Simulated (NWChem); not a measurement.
System: GeHCl$_{3}$; SMILES [Cl][GeH]([Cl])[Cl]

NWChem input:

```
start job
memory heap 200 mb stack 900 mb global 1100 mb
geometry units angstroms noautosym nocenter noautoz
  Ge     0.000000     0.000000     0.435165
  Cl    -0.489539     1.941094    -0.312842
  Cl     1.925806    -0.546594    -0.312842
  Cl    -1.436267    -1.394500    -0.312842
  H      0.000000     0.000000     1.961595
end
basis spherical
  Ge library aug-cc-pvdz
  Cl library aug-cc-pvdz
  H library aug-cc-pvdz
end
dft
  xc b3lyp
  iterations 150
end
property
  response 1 0.0773
end
task dft property
```

Parts of the log:

```
             Northwest Computational Chemistry Package (NWChem) 7.3.0
             --------------------------------------------------------

                             Geometry "geometry" -> ""
                             -------------------------

 Output coordinates in angstroms (scale by  1.889725989 to convert to a.u.)

  No.       Tag          Charge          X              Y              Z
 ---- ---------------- ---------- -------------- -------------- --------------
    1 Ge                  32.0000     0.00000000     0.00000000     0.43516500
    2 Cl                  17.0000    -0.48953900     1.94109400    -0.31284200
    3 Cl                  17.0000     1.92580600    -0.54659400    -0.31284200
    4 Cl                  17.0000    -1.43626700    -1.39450000    -0.31284200
    5 H                    1.0000     0.00000000     0.00000000     1.96159500

 Effective nuclear repulsion energy (a.u.)     556.4354782254

                              NWChem Property Module
                              ----------------------

                                 NWChem DFT Module
                                 -----------------

 Summary of "ao basis" -> "ao basis" (spherical)
 ------------------------------------------------------------------------------
       Tag                 Description            Shells   Functions and Types
 ---------------- ------------------------------  ------  ---------------------
 Ge                       aug-cc-pvdz               14       36   6s5p3d
 Cl                       aug-cc-pvdz               11       27   5s4p2d
 H                        aug-cc-pvdz                5        9   3s2p

            General Information
            -------------------
          SCF calculation type: DFT
          Wavefunction type:  closed shell.
          No. of atoms     :     5
          No. of electrons :    84
           Alpha electrons :    42
            Beta electrons :    42
          Charge           :     0
          Spin multiplicity:     1
          Use of symmetry is: off; symmetry adaption is: off
          Maximum number of iterations: 150
          AO basis - number of functions:   126
                     number of shells:    52
          Convergence on energy requested:  1.00D-06
          Convergence on density requested:  1.00D-05
          Convergence on gradient requested:  5.00D-04

              XC Information
              --------------
                         B3LYP Method XC Potential
                     Hartree-Fock (Exact) Exchange  0.200
                        Slater Exchange Functional  0.800 local
                    Becke 1988 Exchange Functional  0.720 non-local
              Lee-Yang-Parr Correlation Functional  0.810
                  VWN I RPA Correlation Functional  0.190 local

             Grid Information
             ----------------
          Grid used for XC integration:  medium
          Radial quadrature: Mura-Knowles
          Angular quadrature: Lebedev.
          Tag              B.-S. Rad. Rad. Pts. Rad. Cut. Ang. Pts.
          ---              ---------- --------- --------- ---------
          Ge                  1.25      112          12.0       590
          Cl                  1.00       88          13.0       590
          H                   0.35       45          13.0       434
          Grid pruning is: on
          Number of quadrature shells:   421
          Spatial weights used:  Erf1

      Superposition of Atomic Density Guess
      -------------------------------------

 Sum of atomic energies:       -3454.20596870

      Non-variational initial energy
      ------------------------------

 Total energy =   -3455.012440
 1-e energy   =   -5910.507020
 2-e energy   =    1899.059102
 HOMO         =      -0.399417
 LUMO         =      -0.008395

   convergence    iter        energy       DeltaE   RMS-Dens  Diis-err
 ---------------- ----- ----------------- --------- --------- ---------
 d= 0,ls=0.0,diis     1  -3458.3200215832 -4.01D+03  1.06D-02  6.69D-01
 d= 0,ls=0.0,diis     2  -3458.2662840992  5.37D-02  5.63D-03  8.94D-01
 d= 0,ls=0.0,diis     3  -3458.4004196215 -1.34D-01  1.01D-03  3.41D-02
 d= 0,ls=0.0,diis     4  -3458.4049686501 -4.55D-03  1.53D-04  4.00D-04
 d= 0,ls=0.0,diis     5  -3458.4050252541 -5.66D-05  4.14D-05  3.56D-05
  Resetting Diis
 d= 0,ls=0.0,diis     6  -3458.4050302256 -4.97D-06  1.52D-05  1.09D-06
 d= 0,ls=0.0,diis     7  -3458.4050304074 -1.82D-07  4.01D-06  6.20D-08

         Total DFT energy =    -3458.405030407371
      One electron energy =    -5909.286587086021
           Coulomb energy =     2058.745914075172
    Exchange-Corr. energy =     -164.299835621905
 Nuclear repulsion energy =      556.435478225384

 Numeric. integr. density =       83.999987072680

                       DFT Final Molecular Orbital Analysis
                       ------------------------------------

[...]

 DFT Linear Response polarizability / au
 Frequency  =       0.0773000 / au
 Wavelength =     589.4353558 / nm
              X              Y              Z
 -----------------------------------------------
 X      79.0780590     -0.0004282     -0.0000110
 Y      -0.0004282     79.0779793      0.0000233
 Z      -0.0000110      0.0000233     61.8220490
 -----------------------------------------------
 Eigenvalues =      79.0784492     79.0775891     61.8220490
 Isotropic   =      73.3260291
 Anisotropic =      17.2559701
 -----------------------------------------------

 Magnetic Dipole Response Matrix (nonzero elements):

 Exiting AOResponse driver routine
```

Level: B3LYP/aug-cc-pVDZ. Structure relaxed at the PBE0/def2-SVP level.
